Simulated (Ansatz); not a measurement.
System: N-dimethylboranylmethanamine, C₃H₁₀BN (charge 0, singlet). 
Coordinates optimised at B3LYP-D3(BJ)/def2-TZVP (Ansatz, a quantum-chemistry and plane-wave program):
```
B
N 1 1.4010
H 2 1.0090 1 117.81
C 2 1.4512 3 113.30 1 -179.07
H 4 1.0874 2 109.85 3 179.83
H 4 1.0940 5 107.80 2 121.66
H 4 1.0940 5 108.01 6 116.43
C 1 1.5813 2 118.55 3 0.00
H 8 1.0935 1 114.41 2 -3.02
H 8 1.0951 9 107.69 1 123.53
H 8 1.0953 9 107.63 10 113.42
C 1 1.5843 2 121.32 3 -178.94
H 12 1.0918 1 111.84 2 -160.66
H 12 1.0926 13 107.67 1 -126.04
H 12 1.0965 13 106.46 14 -113.83
```

Wanted: atomisation energy (electronic, to ground-state atoms), in eV. Valence correlation only, unless marked. UHF or UKS for open shells. Spin-orbit coupling is left out. No relativistic terms. The coupled-cluster limit lacks core correlation, which all-electron functionals hold. CBS marks a two-point X^-3 extrapolation of the correlation energy; Hartree-Fock from the larger set. [CCSD(T)-MP2]/basis is that difference in the basis named.

| level | program | atomisation energy (eV) |
|---|---|---|
| HF/cc-pVQZ | Ansatz | 45.84 |
| PBE-D3(BJ)/def2-TZVPD | Ansatz + dftd3 | 61.68 |
| PBE0/STO-3G | Ansatz | 73.04 |
| PBE0/def2-SVP | Ansatz | 61.26 |
| PBE0/def2-TZVP | Ansatz | 60.70 |
| HSE06/def2-TZVPD | Ansatz | 60.78 |
| CAM-B3LYP/def2-TZVPD | Ansatz | 60.84 |
| B2PLYP/def2-TZVPD | Ansatz | 59.94 |
| PBE-QIDH/def2-TZVPD | Ansatz | 60.18 |
| RPA@PBE/cc-pVQZ | Ansatz | 57.67 |
| MP2/aug-cc-pVDZ | Ansatz | 57.32 |
| MP2/aug-cc-pVTZ | Ansatz | 59.91 |
| MP2/cc-pVTZ | Ansatz | 59.67 |
| RI-MP2/cc-pVQZ | Ansatz | 60.48 |
| CCSD/STO-3G | Ansatz | 63.02 |
| CCSD/aug-cc-pVDZ | Ansatz | 56.17 |
| CCSD/cc-pVDZ | Ansatz | 55.79 |
| CCSD(T)/6-31G | Ansatz | 52.64 |
| CCSD(T)/aug-cc-pVTZ | Ansatz | 59.40 |
| RI-MP2/CBS(aug-cc-pVTZ,aug-cc-pVQZ)+[CCSD(T)-MP2]/aug-cc-pVDZ | Ansatz | 60.42 |
| CCSD(T)/CBS(cc-pVTZ,cc-pVQZ) | Ansatz | 60.46 |
